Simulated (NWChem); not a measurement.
Molecule: CH9NSi2; SMILES [SiH3]C([SiH3])N

```xyz
13

N      1.7579     0.0847     0.1692
C      0.4129     0.0127    -0.4160
Si    -0.5080    -1.5958     0.0047
Si    -0.5156     1.6028     0.0365
H      2.3409    -0.6911    -0.1418
H      1.7139     0.0234     1.1854
H      0.5055     0.0607    -1.5176
H      0.3439    -2.7593    -0.4025
H     -0.7065    -1.6754     1.4867
H     -1.8398    -1.7128    -0.6687
H     -0.5533     1.7397     1.5264
H     -1.9226     1.5465    -0.4697
H      0.1714     2.7961    -0.5404
```
Atoms are numbered in this order, from 1.

Program: NWChem. Pople sets run with spherical d functions. The geometry was optimised at PBE0/def2-SVP. Not confirmed as a minimum by frequencies. GIAO values for the isolated, static molecule; σ is the absolute isotropic shielding, δ = σ(reference) − σ with the isolated reference molecule computed at the same levels (13C: tetramethylsilane, 1H: tetramethylsilane, 15N: ammonia, 29Si: tetramethylsilane).

For level LDA (Slater exchange, VWN5)/pcSseg-1:

| Property | Result |
|---|---|
| δ N1 (ppm) | 43.8 |
| δ C2 (ppm) | 23.4 |
| δ Si3 (ppm) | -70.7 |
| δ H5 (ppm) | 0.52 |
| δ H6 (ppm) | 0.01 |
| δ H7 (ppm) | 2.55 |
| δ H11 (rotor mean) (ppm) | 4.18 |

**Question.** Estimate the same quantities for level B3LYP/6-31G*.

**Answer.** The δ N1 (ppm) is 20.7 and the δ C2 (ppm) is 20.0. The δ Si3 (ppm) is -32.9 and the δ H5 (ppm) comes out as 0.24. The δ H6 (ppm) is -0.19, the δ H7 (ppm) is 1.94 and the δ H11 (rotor mean) (ppm) comes out as 4.00.
